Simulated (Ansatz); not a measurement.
`F[SiH](F)[Si](F)(F)F` + `BN` → `BN[SiH](F)F` + `F[SiH](F)F` at 298.15 K and 1 bar (cleavage of the Si–Si bond).

Computed with Ansatz on PBE0-D4/def2-TZVP structures; ΔE is electronic, products minus reactants. CCSD(T)/CBS is the MP2 limit (def2-TZVPP, def2-QZVPP) plus CCSD(T) − MP2 in def2-TZVPP, frozen cores. This one scheme is used for every species. Each species was taken in one conformer, which may not be the lowest.

| species | CCSD(T)/CBS energy (Eh) | H − E (kJ/mol) | S (J/(mol·K)) |
| --- | --- | --- | --- |
| `F[SiH](F)[Si](F)(F)F` | -1078.06481 | 90.6 | 393.8 |
| `BN` | -81.93499 | 137.2 | 228.1 |
| `BN[SiH](F)F` | -570.77155 | 160.8 | 335.9 |
| `F[SiH](F)F` | -589.26725 | 60.9 | 277.9 |

H − E and S are ideal-gas, rigid-rotor, harmonic terms from PBE0-D4/def2-TZVP, for one conformer and one mirror image of each species. 1 Eh = 2625.50 kJ/mol, R = 8.31446 J/(mol·K).

Q: By hand: ΔE, ΔH, ΔS and ΔG.

A: ΔE = (-570.77155) + (-589.26725) − (-1078.06481) − (-81.93499) = -0.03900 Eh = -102.4 kJ/mol. Δ(H − E) = 160.8 + 60.9 − 90.6 − 137.2 = -6.1, so ΔH = -108.5 kJ/mol. ΔS = 335.9 + 277.9 − 393.8 − 228.1 = -8.1 J/(mol·K). ΔG = -108.5 − 298.15 × (-8.1)/1000 = -106.1 kJ/mol.

Q: By hand: the equilibrium constant, and the temperature at which ΔG would vanish if ΔH and ΔS stayed fixed.

A: log₁₀ K = −ΔG/(RT ln 10) = 18.6. ΔG = 0 at ΔH/ΔS = 13395 K, far beyond where these terms or the molecules hold.

The number of gas molecules stays the same, so ΔS is small and ΔH decides. A doubt of 5 kJ/mol in ΔE shifts log₁₀ K by 0.9 here. Other conformers and mirror images would add mixing entropy, several J/(mol·K) or more a flexible species. Modes under 60 cm⁻¹, often nearly free rotors, make the harmonic entropy too high. These are equilibria of isolated gas molecules and say nothing of rates. Largest T1 diagnostic: 0.013 (customary marks: 0.02 for closed shells, 0.045 for open ones).
